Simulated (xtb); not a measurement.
C3H10OSi, charge -1, quartet, geometry from GFN2-xTB of the parent state (a state made from the parent by changing its charge; the spin is typed, not shown lowest); GFN2-xTB run with xtb.

xtb was given this input:
```
$ xtb mol.xyz --gfn 2 --chrg -1 --uhf 3 --json

# file mol.xyz
15

C      0.25810500     1.61005659    -1.27897079
Si    -0.12363230    -0.09155022    -0.29900619
C     -0.73203227    -1.88819897     0.47322274
C      1.69252362    -0.29976757     0.36371436
O     -1.09534832     0.79712445     0.79603221
H      0.96028164     1.45565335    -2.09936028
H      0.69243198     2.35867756    -0.61303408
H     -0.64626722     2.04413102    -1.70290150
H     -0.51617590    -1.96135055     1.54630561
H     -0.23942836    -2.73445673    -0.00574898
H     -1.80812858    -2.03778082     0.35411092
H      2.42167298     0.09159140    -0.34512197
H      1.84613086     0.23840435     1.30320670
H      1.95014350    -1.34242788     0.54781154
H     -1.47860015     0.25972567     1.48476329
```

What the program printed (banner, timings and long lists left out):

```
   ID    Z sym.   atoms
    1    6 C      1, 3, 4
    2   14 Si     2
    3    8 O      5
    4    1 H      6-15

           -------------------------------------------------
          |                Calculation Setup                |
           -------------------------------------------------

           -------------------------------------------------
          |                 G F N 2 - x T B                 |
           -------------------------------------------------

          ...................................................
          :                      SETUP                      :
          :.................................................:
          :  # basis functions                  36          :
          :  # atomic orbitals                  35          :
          :  # shells                           21          :
          :  # electrons                        33          :
          :  max. iterations                   250          :
          :  Hamiltonian                  GFN2-xTB          :
          :  restarted?                      false          :
          :  GBSA solvation                  false          :
          :  PC potential                    false          :
          :  electronic temp.          300.0000000     K    :
          :  accuracy                    1.0000000          :
          :  -> integral cutoff          0.2500000E+02      :
          :  -> integral neglect         0.1000000E-07      :
          :  -> SCF convergence          0.1000000E-05 Eh   :
          :  -> wf. convergence          0.1000000E-03 e    :
          :  Broyden damping             0.4000000          :
          :  net charge                         -1          :
          :  unpaired electrons                  3          :
          ...................................................

 iter      E             dE          RMSdq      gap      omega  full diag
   1    -17.2781990 -0.172782E+02  0.712E+00    3.25       0.0  T
   2    -17.3392966 -0.610976E-01  0.581E+00    3.14       1.0  T
   3    -17.3182025  0.210941E-01  0.438E+00    3.36       1.0  T
   4    -17.2666260  0.515765E-01  0.358E+00    3.33       1.0  T
   5    -17.3629170 -0.962910E-01  0.107E+00    3.43       1.0  T
   6    -17.3598513  0.306575E-02  0.731E-01    3.43       1.0  T
   7    -17.3593384  0.512857E-03  0.795E-01    3.43       1.0  T
   8    -17.3653997 -0.606129E-02  0.216E-01    3.44       1.0  T
   9    -17.3656088 -0.209072E-03  0.687E-02    3.43       1.0  T
  10    -17.3656101 -0.133451E-05  0.538E-02    3.43       1.0  T
  11    -17.3655922  0.178800E-04  0.587E-02    3.43       1.0  T
  12    -17.3656282 -0.359238E-04  0.114E-02    3.43       2.3  T
  13    -17.3656226  0.559890E-05  0.238E-02    3.43       1.1  T
  14    -17.3656290 -0.640335E-05  0.292E-03    3.43       8.8  T
  15    -17.3656290 -0.906830E-07  0.341E-04    3.43      75.7  T
  16    -17.3656290  0.388747E-08  0.667E-04    3.43      38.7  T

   *** convergence criteria satisfied after 16 iterations ***

         :::::::::::::::::::::::::::::::::::::::::::::::::::::
         ::                     SUMMARY                     ::
         :::::::::::::::::::::::::::::::::::::::::::::::::::::
         :: total energy             -17.172381909889 Eh    ::
         :: gradient norm              0.130440813964 Eh/a0 ::
         :: HOMO-LUMO gap              3.432841046758 eV    ::
         ::.................................................::
         :: SCC energy               -17.365600284315 Eh    ::
         :: -> isotropic ES            0.139784381834 Eh    ::
         :: -> anisotropic ES          0.009527487864 Eh    ::
         :: -> anisotropic XC         -0.011100269550 Eh    ::
         :: -> dispersion             -0.009876209952 Eh    ::
         :: repulsion energy           0.193218374426 Eh    ::
         :: add. restraining           0.000000000000 Eh    ::
         :: total charge              -1.000000000000 e     ::
         :::::::::::::::::::::::::::::::::::::::::::::::::::::

           -------------------------------------------------
          |                Property Printout                |
           -------------------------------------------------

    * Orbital Energies and Occupations

         #    Occupation            Energy/Eh            Energy/eV
      -------------------------------------------------------------
         1        2.0000           -0.4911208             -13.3641
       ...           ...                  ...                  ...
         6        2.0000           -0.3114285              -8.4744
         7        2.0000           -0.3025536              -8.2329
         8        2.0000           -0.3006541              -8.1812
         9        2.0000           -0.2857456              -7.7755
        10        2.0000           -0.2810523              -7.6478
        11        2.0000           -0.2758162              -7.5053
        12        2.0000           -0.2718492              -7.3974
        13        2.0000           -0.2359236              -6.4198
        14        2.0000           -0.2267706              -6.1707
        15        1.9835           -0.1759368              -4.7875
        16        1.0165           -0.1681683              -4.5761
        17        1.0000           -0.0113998              -0.3102
        18        1.0000            0.0987796               2.6879 (HOMO)
        19                          0.2249341               6.1208 (LUMO)
        20                          0.2360630               6.4236
        21                          0.2750697               7.4850
        22                          0.3059143               8.3244
        23                          0.3251349               8.8474
        24                          0.3585430               9.7565
        25                          0.3680571              10.0153
        26                          0.3705400              10.0829
        27                          0.3793352              10.3222
        28                          0.3868403              10.5265
        29                          0.3923536              10.6765
       ...                                ...                  ...
        35                          0.9197882              25.0287
      -------------------------------------------------------------
                  HL-Gap            0.1261546 Eh            3.4328 eV
             Fermi-level           -0.0050979 Eh           -0.1387 eV

     #   Z          covCN         q      C6AA      α(0)
     1   6 C        3.623    -0.135    23.589     7.000
     2  14 Si       3.315     0.116   129.571    22.980
     3   6 C        3.602    -0.148    24.012     7.086
     4   6 C        3.640    -0.091    22.636     6.842
     5   8 O        1.572    -0.529    23.570     6.551
     6   1 H        0.924    -0.063     4.413     3.285
     7   1 H        0.924    -0.067     4.522     3.326
     8   1 H        0.925    -0.042     3.908     3.092
     9   1 H        0.924    -0.083     4.991     3.494
    10   1 H        0.925    -0.056     4.246     3.222
    11   1 H        0.924    -0.053     4.165     3.192
    12   1 H        0.925    -0.015     3.337     2.857
    13   1 H        0.924    -0.034     3.716     3.015
    14   1 H        0.925    -0.018     3.392     2.880
    15   1 H        0.810     0.217     1.032     1.595

 Mol. C6AA /au·bohr⁶  :       2445.742468
 Mol. C8AA /au·bohr⁸  :      67439.164157
 Mol. α(0) /au        :         80.416219

Wiberg/Mayer (AO) data.
largest (>0.10) Wiberg bond orders for each atom

 ---------------------------------------------------------------------------
     #   Z sym  total        # sym  WBO       # sym  WBO       # sym  WBO
 ---------------------------------------------------------------------------
     1   6 C    3.819 --     8 H    1.013     6 H    1.012     7 H    1.011
                             2 Si   0.532     3 C    0.158
     2  14 Si   2.461 --     5 O    0.947     4 C    0.592     1 C    0.532
                             3 C    0.509
     3   6 C    3.784 --    10 H    1.010    11 H    1.009     9 H    1.003
                             2 Si   0.509     1 C    0.158
     4   6 C    3.829 --    14 H    1.009    12 H    1.009    13 H    0.984
                             2 Si   0.592     5 O    0.108
     5   8 O    2.044 --     2 Si   0.947    15 H    0.935     4 C    0.108
     6   1 H    0.996 --     1 C    1.012
     7   1 H    0.995 --     1 C    1.011
     8   1 H    0.998 --     1 C    1.013
     9   1 H    0.993 --     3 C    1.003
    10   1 H    0.997 --     3 C    1.010
    11   1 H    0.997 --     3 C    1.009
    12   1 H    1.000 --     4 C    1.009
    13   1 H    0.998 --     4 C    0.984
    14   1 H    0.999 --     4 C    1.009
    15   1 H    0.953 --     5 O    0.935
 ---------------------------------------------------------------------------

Topologies differ in total number of bonds
Writing topology from bond orders to xtbtopo.mol

molecular dipole:
                 x           y           z       tot (Debye)
 q only:        0.191      -0.342      -0.028
   full:        0.791      -0.005       1.451       4.200
molecular quadrupole (traceless):
                xx          xy          yy          xz          yz          zz
 q only:        2.695      -1.404      -6.906       0.792       4.808       4.211
  q+dip:        2.922      -0.560      -5.244      -0.838       2.130       2.322
   full:        1.762       0.884      -3.411      -1.262      -0.423       1.649

           -------------------------------------------------
          | TOTAL ENERGY              -17.172381909889 Eh   |
          | GRADIENT NORM               0.130440813964 Eh/α |
          | HOMO-LUMO GAP               3.432841046758 eV   |
           -------------------------------------------------

normal termination of xtb
```
